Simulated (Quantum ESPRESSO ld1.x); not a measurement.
Values are calculated unless marked as measured or tabulated.
Input (ld1.x (Quantum ESPRESSO 7.5)):

```
 &input
    atom='H',
    iswitch=1,
    rel=0,
    dft='PW91',
    config='1s0.5 2s0.5',
    verbosity='high',
    prefix='ld1',
    max_out_wfc=37,
    file_charge='ld1.rho',
 /
```

Command: `OMP_NUM_THREADS=1 ld1.x < ld1.in > ld1.out`

Output (excerpt):

```
     Program LD1 v.7.5 starts

     --------------------------- All-electron run ----------------------------

     atomic number is  1.00
     dft =PW91   lsd =0 sic =0 latt =0  beta=0.20 tr2=1.0E-14
     Exchange-correlation= PW91
                           (   1   4   2   2   0   0   0)
     mesh =1451 r(mesh) =  99.48432 a.u. xmin = -7.00 dx = 0.00800
     1 Ry =  13.60569312 eV

     n l     nl                  e(Ry)          e(Ha)          e(eV)
     1 0     1S 1( 0.50)      -0.777177604      -0.388588802    -10.5740400
     2 0     2S 1( 0.50)      -0.093934704      -0.046967352     -1.2780468

     final scf error:  3.4E-15 reached in  43 iterations

     Etot =      -0.634124 Ry,      -0.317062 Ha,      -8.627698 eV

     Ekin =       0.621748 Ry,       0.310874 Ha,       8.459315 eV
     Encl =      -1.240190 Ry,      -0.620095 Ha,     -16.873642 eV
     Eh   =       0.279126 Ry,       0.139563 Ha,       3.797707 eV
     Exc  =      -0.294809 Ry,      -0.147404 Ha,      -4.011078 eV

     normalization and overlap integrals

     s(1S/1S) =  1.000000  <r> =   1.4352  <r2> =    2.7734  r(max) =   0.9455
     s(2S/2S) =  1.000000  <r> =   7.3301  <r2> =   62.2417  r(max) =   6.3981

     ------------------------ End of All-electron run ------------------------
```

Run on one thread of a shared host, so times are rough (Intel(R) Xeon(R) Processor @ 2.60GHz): 0.58 s of CPU time, 0.62 s wall, 43 iterations on 1451 mesh points.
